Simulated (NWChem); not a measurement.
**Atomisation of PbS**

```
Pb
S 1 2.3081
```
Charge 0, spin multiplicity 1.

Everything below was run with NWChem. The geometry was optimised at PBE0/def2-SVP with def2 effective core potentials on Pb, a minimum by its harmonic frequencies.

Basis set: def2-TZVP. The atomisation energy is electronic alone: no zero-point, thermal, spin-orbit or counterpoise terms. No value is extrapolated to the basis-set limit. Free atoms are single determinants with multiplicities Pb 3, S 3.

Effective core potentials replace the inner electrons of Pb; spin-orbit coupling is left out. B3LYP has NWChem's definition, with VWN1-RPA local correlation. The structure started from a generated list of species. No SCF solution was tested for a lower state. Open-shell Hartree-Fock references start from PBE0 orbitals.

### Question
One of these methods gave an atomisation energy of 48.5 kcal/mol. Which?
A. B3LYP
B. BHandHLYP
C. PBE
D. HF

### Answer
D, HF. The others give 95.1 (BHandHLYP), 106.4 (B3LYP), 115.8 (PBE).
